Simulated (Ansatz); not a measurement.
Si2Mo, relaxed as a triplet with UKS PBE0-D4/def2-TZVP in Ansatz, starting from the PBE0-D4/def2-TZVP geometry of the neutral singlet. Force threshold 0.02 eV/Å.

In the def2 sets Mo takes a core potential; there is no spin–orbit coupling. The charge 0 triplet is spin-contaminated (final ⟨S²⟩ up to 2.24, 2.00 for a pure state). The structure comes from a short search, and lower isomers may exist.

Start:

```xyz
3

Mo    1.202    0.238    0.106
Si   -0.580   -0.702    1.010
Si   -0.623    0.465   -1.116
```

| step | energy (eV) | largest force component (eV/Å) | SCF passes |
| --- | --- | --- | --- |
| 1 | -17601.6389 | 1.597 | 26 |
| 2 | -17601.7779 | 0.190 | 37 |
| 3 | -17601.7822 | 0.020 | 30 |
| 4 | -17601.7823 | 0.001 | 33 |

Force components are those of the run's own axes.

End:

Cartesian coordinates in Å:
```
Mo 1.2840 0.2541 0.1134
Si -0.6214 -0.6837 0.9572
Si -0.6626 0.4295 -1.0706
```

By distances, no bond broke or formed. The bond that changes most is Si2–Si3, from 2.43 to 2.31 Å (atoms count from 1).

No frequencies were taken in this run, so the end may be a saddle point.

It took 8 s on 4 threads of Arm Neoverse V1 on a shared host.
